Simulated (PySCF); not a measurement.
## How methods differ on the excitation energy of Zr⁺

Zr⁺ [Kr] 4d2 5s1 (4F) → Zr⁺ [Kr] 4d3 (4F), as a difference of total energies. Calculation: PySCF 2.14, in x2c-QZVPPall; the spin-free X2C one-electron Hamiltonian (Gaussian nucleus). Correlated levels: valence: [Kr] frozen. The calculations carry no spin-orbit coupling.

| method | excitation energy (eV) |
| --- | --- |
| UHF | 0.487 |
| MP2 (valence) | 0.389 |
| SCS-MP2 (valence) | 0.454 |
| CCSD (valence) | 0.375 |
| CCSD(T) (valence) | 0.374 |

How much does correlation contribute at CCSD(T) (valence)?

0.374 − (0.487) = -0.113 eV, measured against UHF.

Errors of the correlated levels include the incompleteness of this basis and the frozen core.

For comparison: 0.312 eV (measured; NIST levels, between the centres of gravity of the two terms).
